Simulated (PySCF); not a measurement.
Trends in electronic spectra. Computed with TDDFT wB97X-D/def2-SVPD, vertical, gas phase, core orbitals frozen in the response in PySCF 2.14.0, density-fitted response routines. Geometries: GFN2-xTB; one conformer of each isolated species. Triplets are in the Tamm–Dancoff approximation. 'Strongest' means the level of largest summed f among the lowest 8 singlets; it needn't be the same kind of state in each.

Problem. Rank by computed HOMO energy, highest first.
A. `CC#C[C@@]1(C[SiH2]1)F`
B. `C(=O)(O)C(C)C`
C. `CC(C)OC=O`
D. `FCC1=CC=C[SiH2]1`
E. `C[Si]1(F)C=CC=C1`
F. `CP(C)C(F)=C(F)F`
G. `C#C[C@@H]1C[SiH2][C@H]1F`

Solution. A (-8.25 eV), D (-8.42 eV), E (-8.64 eV), F (-9.15 eV), G (-9.46 eV), B (-10.03 eV), C (-10.20 eV).

```tsv
SMILES	HOMO (eV)	LUMO (eV)	α (au)	T1 (eV)	strongest (eV)	S1 mainly
CC#C[C@]1(F)C[SiH2]1	-8.25	1.41	89.5	4.53	5.76	H→L+1 (68%)
FCC1=CC=C[SiH2]1	-8.42	0.16	81.9	2.62	4.28	H→L (98%)
C[Si]1(F)C=CC=C1	-8.64	-0.07	77.5	2.53	7.79	H→L (98%)
CP(C)C(F)=C(F)F	-9.15	1.72	77.2	4.55	7.21	H→L (97%)
C#C[C@@H]1C[SiH2][C@H]1F	-9.46	1.42	82.0	5.52	7.41	H→L (45%)
CC(C)C(=O)O	-10.03	2.00	56.1	5.48	8.61	H→L (88%)
CC(C)OC=O	-10.20	2.02	56.4	5.49	9.17	H→L (94%)
```

H and L stand for HOMO and LUMO.

- `CC#C[C@]1(F)C[SiH2]1`: Löwdin shares by element: HOMO carbon 57% or more, silicon 16% (atoms not listed hold the other 27%); LUMO silicon 41%, carbon 21% or more, hydrogen 11% or more (atoms not listed hold the other 26%).
- `FCC1=CC=C[SiH2]1`: Löwdin shares by element: HOMO carbon 82% or more (atoms not listed hold the other 18%); LUMO carbon 72% or more (atoms not listed hold the other 28%).
- `C[Si]1(F)C=CC=C1`: Löwdin shares by element: HOMO carbon 89% or more; LUMO carbon 75% or more (atoms not listed hold the other 25%).
- `CP(C)C(F)=C(F)F`: Löwdin shares by element: HOMO phosphorus 61%, carbon 27% or more; LUMO carbon 53% or more, phosphorus 14% (atoms not listed hold the other 33%).
- `C#C[C@@H]1C[SiH2][C@H]1F`: Löwdin shares by element: HOMO carbon 67% or more, fluorine 10% (atoms not listed hold the other 24%); LUMO silicon 34%, hydrogen 20% or more, carbon 11% or more (atoms not listed hold the other 35%).
- `CC(C)C(=O)O`: S1 has the pattern of n→π* at C=O.
- `CC(C)OC=O`: S1 has the pattern of n→π* at C=O.
